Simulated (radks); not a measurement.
Neutral dysprosium, configuration [Xe] 4f10 6s2.

Method: scalar-relativistic Kohn-Sham, PBE, spin-unpolarised, spherical densities, point nucleus; computed with a radial shooting solver on a logarithmic mesh with Libxc functionals.

Energy parts (hartree):
| part | energy |
|---|---|
| total | -12157.2551 |
| kinetic | 13117.3984 |
| electron-nucleus | -29752.8714 |
| Hartree | 4741.2110 |
| exchange-correlation | -262.9931 |

Orbitals (lengths in bohr, moments of r in powers of bohr; r(90%) holds 90 % of the orbital's charge):
\begin{tabular}{lrrrr}
orbital & occ. & eigenvalue (hartree) & <r^2> & r(90%) \\ \hline
1s & 2 & -1972.074 & 0.0006092 & 0.0382 \\
2s & 2 & -328.3938 & 0.009518 & 0.139 \\
2p & 6 & -291.3548 & 0.007707 & 0.129 \\
3s & 2 & -73.09723 & 0.06284 & 0.344 \\
3p & 6 & -61.72893 & 0.06313 & 0.349 \\
3d & 10 & -47.12090 & 0.05283 & 0.330 \\
4s & 2 & -14.45777 & 0.3169 & 0.761 \\
4p & 6 & -10.71616 & 0.3588 & 0.817 \\
4d & 10 & -5.62322 & 0.4317 & 0.917 \\
5s & 2 & -1.79780 & 1.908 & 1.88 \\
5p & 6 & -0.93163 & 2.730 & 2.28 \\
6s & 2 & -0.13770 & 19.31 & 6.12 \\
4f & 10 & -0.11432 & 1.095 & 1.55 \\
\end{tabular}

The highest occupied level is 4f at -3.111 eV. Summed over all electrons, <r^2> = 77.97 bohr^2, which gives a Langevin (diamagnetic) susceptibility term of -61.7 x 10^-6 cm^3/mol. For comparison, the ionisation energy in NIST's Atomic Spectra Database is 5.939 eV (measured). In exact Kohn-Sham theory the highest level is minus the ionisation energy, but local and semilocal functionals leave it too shallow, through self-interaction and a potential that decays too fast; potentials with the right tail come closer. The density falls to 0.001 e/bohr^3 at r = 5.16 bohr.

Beside tabulated values, note that spin-unpolarised runs miss the spin-polarisation part of the exchange energy of open shells.
